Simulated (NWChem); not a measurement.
System meant: CH₄N₂S anion, doublet; SMILES of the neutral closed-shell parent NC(N)=S

Input file for NWChem:

```
start job
memory heap 200 mb stack 900 mb global 1100 mb
charge -1
geometry units angstroms noautoz
  N      1.179117    -1.067662    -0.073348
  C     -0.008311    -0.319288     0.222118
  N     -1.161429    -1.135939    -0.007068
  S     -0.003534     1.407746    -0.058579
  H      1.278231    -1.872050     0.547106
  H      1.992828    -0.467975     0.009540
  H     -1.173896    -1.485997    -0.981781
  H     -1.990828    -0.560955     0.109868
end
basis spherical
  N library def2-svp
  C library def2-svp
  S library def2-svp
  H library def2-svp
end
dft
  odft
  mult 2
  xc xpbe96 cpbe96
  iterations 4
  mulliken
end
task dft energy
```

End of the output:

```
     --------------------------
     Expectation value of S2:
     --------------------------
      <S2> =      0.7521 (Exact =     0.7500)

 center of mass
 --------------
 x =  -0.00266478 y =   0.10889475 z =   0.00861853

 moments of inertia (a.u.)
 ------------------
         380.334514442178           0.000000000000           0.000000000000
           0.000000000000         183.602456718405          -0.000000000000
           0.000000000000          -0.000000000000         549.529000428617

     Multipole analysis of the density
     ---------------------------------

     L   x y z        total         alpha         beta         nuclear
     -   - - -        -----         -----         ----         -------
     0   0 0 0     -1.000000    -21.000000    -20.000000     40.000000

     1   1 0 0      0.225937      0.214300      0.011636     -0.000000
     1   0 1 0     -1.153378     -0.365687     -0.787691      0.000000
     1   0 0 1      0.001359     -0.119085      0.120445     -0.000000

     2   2 0 0    -24.915388    -67.400211    -65.164585    107.649409
     2   1 1 0     -1.178113     -0.454948      0.101516     -0.824682
     2   1 0 1      1.320914     -0.970584     -0.417885      2.709383
     2   0 2 0    -33.586284   -118.576905   -113.455148    198.445769
     2   0 1 1     -0.442862     -0.770233     -0.461550      0.788922
     2   0 0 2    -27.467011    -18.318776    -14.957235      5.809001

 ------------------------------------------------------------------------
 dft energy failed                                                                                  0
 ------------------------------------------------------------------------
 ------------------------------------------------------------------------
  current input line :
    27: task dft energy
 ------------------------------------------------------------------------
 ------------------------------------------------------------------------
 This type of error is most commonly associated with calculations not reaching convergence criteria
 ------------------------------------------------------------------------
 For more information see the NWChem manual at https://nwchemgit.github.io

0:dft energy failed:Received an Error in Communication
```

Q: What is wrong, and how is it mended?

A: The run did not converge; its last values are not results. Cause: the SCF was allowed too few iterations. This input runs:
```
start job
memory heap 200 mb stack 900 mb global 1100 mb
charge -1
geometry units angstroms noautoz
  N      1.179117    -1.067662    -0.073348
  C     -0.008311    -0.319288     0.222118
  N     -1.161429    -1.135939    -0.007068
  S     -0.003534     1.407746    -0.058579
  H      1.278231    -1.872050     0.547106
  H      1.992828    -0.467975     0.009540
  H     -1.173896    -1.485997    -0.981781
  H     -1.990828    -0.560955     0.109868
end
basis spherical
  N library def2-svp
  C library def2-svp
  S library def2-svp
  H library def2-svp
end
dft
  odft
  mult 2
  xc xpbe96 cpbe96
  iterations 150
  mulliken
end
task dft energy
```
It converges to -547.58481 Ha (PBE/def2-SVP, spin-unrestricted).
